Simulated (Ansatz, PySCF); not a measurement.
Sn(F)2(Br)(OH) (BrF₂HOSn), SMILES [F][Sn]([OH])([F])[Br]. Atoms are numbered in the order given.

```xyz
6

O     -1.7982     1.3676     0.0000
Sn     0.0132     0.6096     0.0000
F      0.9992     1.2819     1.5152
F      0.9992     1.2819    -1.5152
Br    -0.0548    -1.8438     0.0000
H     -1.7702     2.3379     0.0000
```
Charge 0, spin multiplicity 1.

Coordinates come from a B3LYP-D3(BJ)/def2-SVP optimisation. The def2 effective core potentials stand for the cores of Sn; spin–orbit coupling is left out. One conformer was computed; it need not be the lowest.

Two levels are set side by side: PBE-D3(BJ)/def2-SVP (Ansatz, a quantum-chemistry and plane-wave program) and B3LYP-D3(BJ)/def2-SVP (Ansatz). Each level has its own optimised geometry; the coordinates shown are those of the second. Frequencies come from the Hessian of PySCF at each geometry. Differences are taken from unrounded values.

```json
[
 {"quantity": "mean bond length (Å)", "B3LYP-D3(BJ)": "1.849"},
 {"quantity": "bond O1–Sn2 (Å)", "B3LYP-D3(BJ)": "1.964"},
 {"quantity": "bond Sn2–F3 (Å)", "B3LYP-D3(BJ)": "1.929"},
 {"quantity": "bond Sn2–F4 (Å)", "B3LYP-D3(BJ)": "1.929"},
 {"quantity": "bond Sn2–Br5 (Å)", "B3LYP-D3(BJ)": "2.454"},
 {"quantity": "bond O1–H6 (Å)", "B3LYP-D3(BJ)": "0.971"},
 {"quantity": "highest harmonic wavenumber (cm⁻¹)", "B3LYP-D3(BJ)": "3794"},
 {"quantity": "mean harmonic wavenumber (cm⁻¹)", "B3LYP-D3(BJ)": "642"},
 {"quantity": "zero-point energy (kcal/mol)", "B3LYP-D3(BJ)": "11.01"}
]
```

What does PBE-D3(BJ) give, and how far is it from B3LYP-D3(BJ)? (An estimate is asked for; the answer gives what the named calculation found.)


```csv
quantity,PBE-D3(BJ),PBE-D3(BJ) minus B3LYP-D3(BJ)
mean bond length (Å),1.863,0.014
bond O1–Sn2 (Å),1.983,0.019
bond Sn2–F3 (Å),1.945,0.016
bond Sn2–F4 (Å),1.945,0.016
bond Sn2–Br5 (Å),2.463,0.009
bond O1–H6 (Å),0.980,0.009
highest harmonic wavenumber (cm⁻¹),3677,-117
mean harmonic wavenumber (cm⁻¹),620,-22
zero-point energy (kcal/mol),10.64,-0.37
```

Exact exchange shortens and stiffens bonds; PBE has none. Differences between two approximate levels are no errors against the true value.
